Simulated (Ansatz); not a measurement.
Al₅As₄H₁₆⁻, a cluster cut from zinc blende AlAs (hydrogen-capped) was relaxed with PBE-D4 (def2-SVP) in Ansatz in these states: charge -1 singlet, neutral doublet. The geometries follow in no particular order.

A:

```xyz
25

Al    2.819    0.398   -0.590
Al    0.617   -0.914    2.868
Al   -0.499    2.590    0.921
Al   -1.048    1.699   -1.983
Al   -2.114   -2.329   -0.444
As    1.313    0.961    1.339
As    0.994    0.331   -2.376
As   -0.069   -2.519    1.020
As   -2.291    0.199   -0.484
H     3.402   -1.089   -0.463
H     3.678    1.682   -1.017
H     1.916   -1.519    3.585
H    -0.737   -0.538    3.640
H    -0.327    4.087    1.459
H    -1.927    1.782    1.135
H    -0.449    2.816   -0.830
H    -1.712    2.518   -3.177
H    -3.380   -2.912    0.338
H    -1.698   -2.708   -1.953
H     2.237    1.819    2.201
H     1.519    0.628   -3.774
H     0.449   -1.067   -2.644
H    -0.101   -3.940    1.572
H     1.131   -2.708    0.097
H    -3.722    0.733   -0.440
```

B:

Cartesian coordinates in Å:
```
Al -0.537 -2.619 1.581
Al 1.326 0.968 2.633
Al 2.316 -0.889 -1.090
Al -1.739 -0.814 -2.442
Al 0.131 2.775 -1.392
As 1.431 -1.116 1.261
As -2.138 -1.461 -0.017
As -0.156 2.346 1.097
As 0.417 0.406 -2.130
H -1.169 -2.524 3.063
H -0.301 -4.072 0.925
H 0.538 0.768 4.027
H 2.730 1.759 2.637
H 2.397 -2.350 -1.768
H 3.640 0.034 -1.070
H -1.539 -2.219 -3.206
H -2.948 0.156 -2.890
H 1.502 3.615 -1.497
H -1.237 3.439 -1.929
H 2.535 -1.901 1.977
H -3.458 -2.234 0.030
H -2.665 -0.220 0.702
H -0.361 3.706 1.767
H -1.589 1.857 1.310
H 0.875 0.591 -3.580
```

**Question.** Judge from the bond lengths which geometry belongs to which state (an estimate).

**Answer.** A is the neutral doublet (Al3–As9 3.302 Å, Al4–H16 1.714 Å, Al4–As7 2.489 Å); B is the charge -1 singlet (Al3–As9 2.523 Å, Al4–H16 1.611 Å, Al4–As7 2.541 Å).
